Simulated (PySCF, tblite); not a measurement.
Isomers of C4H9F3N2Si. All values are computed: GFN2-xTB (tblite) harmonic vibrations without scaling, gas phase. The method is semi-empirical: single wavenumbers can be off by several per cent or more. Modes of hydrogen on silicon can be 10 to 20 % off. One conformer each.

Electronic energies: PBE0/pcSseg-1 single points on the GFN2-xTB geometries (PySCF, gas phase).

```json
{"SMILES": "C[C@@H]1N[SiH2]N[C@H]1C(F)(F)F", "electronic energy, lowest = 0 (kJ/mol)": "0.0"}
{"SMILES": "N[SiH2]NC/C=C/C(F)(F)F", "electronic energy, lowest = 0 (kJ/mol)": "50.3"}
{"SMILES": "C[C@@H]1N[SiH2]N[C@@H]1C(F)(F)F", "electronic energy, lowest = 0 (kJ/mol)": "8.9"}
```

Q: How do GFN2-xTB zero-point energies change the relative energies?

A: 
```tsv
SMILES	ZPE (kJ/mol)	of it from modes above 1550 cm⁻¹	electronic (kJ/mol)	with ZPE, lowest = 0 (kJ/mol)	lowest mode (cm⁻¹)	rings
C[C@@H]1N[SiH2]N[C@H]1C(F)(F)F	353.1	157.3	0.0	0.0	40	1
C[C@@H]1N[SiH2]N[C@@H]1C(F)(F)F	354.9	157.8	8.9	10.7	68	1
N[SiH2]NC/C=C/C(F)(F)F	344.4	171.0	50.3	41.6	19	0
```

The zero-point energies span 10.5 kJ/mol, from `N[SiH2]NC/C=C/C(F)(F)F` to `C[C@@H]1N[SiH2]N[C@@H]1C(F)(F)F`. The order is unchanged.

Q: And how do the electronic energies of GFN2-xTB itself compare?

A: `C[C@@H]1N[SiH2]N[C@H]1C(F)(F)F` 0.0; `C[C@@H]1N[SiH2]N[C@@H]1C(F)(F)F` 1.4; `N[SiH2]NC/C=C/C(F)(F)F` 126.7 kJ/mol, lowest = 0. Against the energies above, taken from the same isomer `C[C@@H]1N[SiH2]N[C@H]1C(F)(F)F`, the largest difference is 76.4 kJ/mol.
